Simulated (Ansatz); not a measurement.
MoSe₂⁻, relaxed as a doublet with UKS r2SCAN-D4/def2-TZVPD in Ansatz, starting from the GFN1-xTB geometry. Force threshold 0.02 eV/Å.

In the def2 sets Mo takes a core potential; there is no spin–orbit coupling. The charge -1 doublet is spin-contaminated (final ⟨S²⟩ up to 2.44, 0.75 for a pure state). The highest occupied level of the charge -1 doublet lies above zero (up to 0.45 eV). The electron is either unbound and held by the finite basis, or the level is raised by self-interaction error. Another isomer (quartet) lies 3.41 eV lower at PBE0-D4/def2-TZVPD; other spin states weren't run for this one.

Start:

```xyz
3

Mo    0.841   -1.733    0.729
Se   -1.261    1.215   -1.084
Se    0.420    0.518    0.355
```

```
         step   energy (eV)  largest force component (eV/Å)  SCF passes
            1  -132555.4221                           0.173         147
            2  -132555.4552                           0.141          80
            3  -132555.5018                           0.289         100
            4  -132555.5934                           0.415         110
            5  -132555.7979                           0.518          87
            6  -132555.9454                           0.684         128
            7  -132555.9616                           0.206         106
            8  -132555.9645                           0.105         106
            9  -132555.9665                           0.053          83
           10  -132555.9753                           0.102          93
11 (rejected)  -132555.9654                           0.491          60
           12  -132555.9763                           0.031          55
           13  -132555.9764                           0.008          55
```

Force components are those of the run's own axes.

End:

```xyz
3

Mo    0.2494   -1.4313    0.2226
Se   -0.9955    0.4484   -0.8523
Se    0.7461    0.9829    0.6297
```

Bonds formed: Mo1–Se2 (atoms count from 1).

No frequencies were taken in this run, so the end may be a saddle point.

Hardware: 4 threads of Intel Xeon Platinum 8488C on a shared host. Wall time 2.2 min.
